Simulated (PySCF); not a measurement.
1,2,4-triazole (C2H3N3), SMILES c1nc[nH]n1.

Geometry optimised at TPSSh-D3(BJ)/def2-SVP.

These are PySCF with r2SCAN/def2-TZVP values and carry that method's errors.

Symmetry labels are those of the subgroup Cs that the program uses (full group Cs).

Computed valence orbital energies around the gap with their symmetry:
```tsv
orbital	symmetry	energy (eV)
HOMO−7	A'	-14.66
HOMO−6	A'	-12.02
HOMO−5	A"	-11.97
HOMO−4	A'	-10.75
HOMO−3	A'	-8.33
HOMO−2	A"	-7.77
HOMO−1	A'	-6.93
HOMO	A"	-6.92
LUMO	A"	-0.88
LUMO+1	A"	0.31
LUMO+2	A'	1.04
LUMO+3	A'	2.49
```
